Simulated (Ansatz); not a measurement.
Isolated molecules relaxed with PBE0-D4/def2-TZVP in Ansatz; ΔE leaves out vibrations. CCSD(T)/CBS is the MP2 limit (def2-TZVPP, def2-QZVPP) plus CCSD(T) − MP2 in def2-TZVPP, frozen cores. This one scheme is used for every species. DFT in def2-TZVPP. B3LYP here is the variant with VWN-RPA as its local correlation; programs differ in this. def2 core potentials past Kr. For Sb outer-core shells are correlated without core-valence functions, which leaves a few kJ/mol of doubt a bond.

Consider the cleavage of the B–Sb bond: `[BH2][Sb]([CH3])[CH3]` + HCl → `BCl` + `[CH3][SbH][CH3]`.

(1) Is it downhill or uphill in electronic energy at CCSD(T)/CBS, and by how much? (An estimate is asked.)

(2) What do these levels give: PBE0-D4, B3LYP-D4, ωB97X-V, ωB97M-V, B2PLYP, PBE, B3LYP, MP2/def2-TZVPP, CCSD/def2-TZVPP, CCSD(T)/def2-TZVPP, HF/def2-QZVPP, SCS-MP2/def2-QZVPP? (Estimate.)

Largest T1 diagnostic among the species: 0.014.

Results:

(1) The calculation gave: Downhill: ΔE = -21.3 kcal/mol.

(2) Ansatz gave: PBE0-D4 -22.0, B3LYP-D4 -23.0, ωB97X-V -23.3, ωB97M-V -23.5, B2PLYP -23.5, PBE -22.3, B3LYP -24.1, MP2/def2-TZVPP -22.0, CCSD/def2-TZVPP -22.1, CCSD(T)/def2-TZVPP -21.8, HF/def2-QZVPP -25.2, SCS-MP2/def2-QZVPP -22.5 kcal/mol.

In def2-TZVPP, CCSD(T) changes the Hartree–Fock value by +3.5 kcal/mol (the triples alone add +0.3 kcal/mol) and MP2 by +3.3 kcal/mol. The D4 term adds +1.1 kcal/mol with B3LYP and +0.7 kcal/mol with PBE0; it sums over pairs of atoms, weighted by their polarisabilities, and B3LYP, whose exchange is more repulsive, gets the larger term.
